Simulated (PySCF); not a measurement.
OsOCl₂: from structure and modes to constants

These are results of B3LYP/[Os def2-SVP with ECP60, O def2-SVP, Cl def2-SVP], scalar-relativistic core potentials, density fitting, no spin–orbit coupling, PySCF, not measurements.

The singlet minimum has C2v symmetry. Masses (u): Os 191.96148, O 15.99492, Cl 34.96885.

```xyz
4
charge 0 multiplicity 1, angstrom
Os    0.0000    0.0000    0.2176
O     0.0000    0.0000    1.8587
Cl    1.8616    0.0000   -1.0223
Cl   -1.8616    0.0000   -1.0223
```

Harmonic wavenumbers (cm⁻¹): 116.4 (a1, ×1), 169.7 (b2, ×1), 170.5 (b1, ×1), 401.9 (b2, ×1), 403.2 (a1, ×1), 1098.5 (a1, ×1).

(1) Find the principal moments of inertia and the rotational constants. What kind of rotor is it?

(2) Give the standard entropy (298.15 K, 1 bar) by its translational, rotational, vibrational and spin parts, and Cp.

## Answers

(1) About the centre of mass I = 137.44, 242.36, 379.81 u Å². With B = 16.8576/I this gives 0.1227, 0.06956, 0.04438 cm⁻¹. The molecule is an asymmetric top with κ = -0.36.

(2) Sackur–Tetrode with M = 277.89 u gives 179.0; rotation with symmetry number 2 gives 110.7; vibration 41.8; spin R ln 1 = 0.0. The total is 331.6 J/(mol K), and Cp = 4 R + 37.3 = 70.5 J/(mol K).

Only a few start shapes were tried, so a lower isomer may exist. Spin–orbit coupling, left out here, can matter for elements this heavy.
